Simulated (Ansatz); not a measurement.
Stepwise reaction of `F[Si](F)(F)O[SiH3]` with hydrogen chloride, as a gas-phase model of exchange steps in deposition or etching. ΔE in kJ/mol.

Computed with Ansatz on PBE0-D4/def2-TZVP structures; ΔE is electronic, products minus reactants. CCSD(T)/CBS is the MP2 limit (def2-TZVPP, def2-QZVPP) plus CCSD(T) − MP2 in def2-TZVPP, frozen cores. This one scheme is used for every species. DFT in def2-TZVPP. B3LYP here is the variant with VWN-RPA as its local correlation; programs differ in this. Each species was taken in one conformer, which may not be the lowest.

```
step                                                      reaction  PBE-D4  B3LYP-D4  ωB97M-V  CCSD(T)/CBS
   1      `F[Si](F)(F)O[SiH3]` + HCl → `F[Si](F)(Cl)O[SiH3]` + H–F    44.8      55.0     53.8         54.1
   2    `F[Si](F)(Cl)O[SiH3]` + HCl → `F[Si](Cl)(Cl)O[SiH3]` + H–F    41.3      52.2     51.2         50.0
   3  `F[Si](Cl)(Cl)O[SiH3]` + HCl → `[SiH3]O[Si](Cl)(Cl)Cl` + H–F    43.5      53.4     52.6         50.1
```

Question: By hand: ΔE of the 3 steps together at CCSD(T)/CBS.

Answer: (54.1) + (50.0) + (50.1) = 154.2 kJ/mol, or 51.4 kJ/mol a step.

In ΔE the steps differ by no more than 4.1 kJ/mol. All are uphill at CCSD(T)/CBS. PBE-D4 differs from CCSD(T)/CBS by -9.3 to -6.6 kJ/mol a step. Only this route is followed, and other bonds may react first. Isolated molecules leave out the surface, adducts and barriers. Largest T1 diagnostic: 0.011.
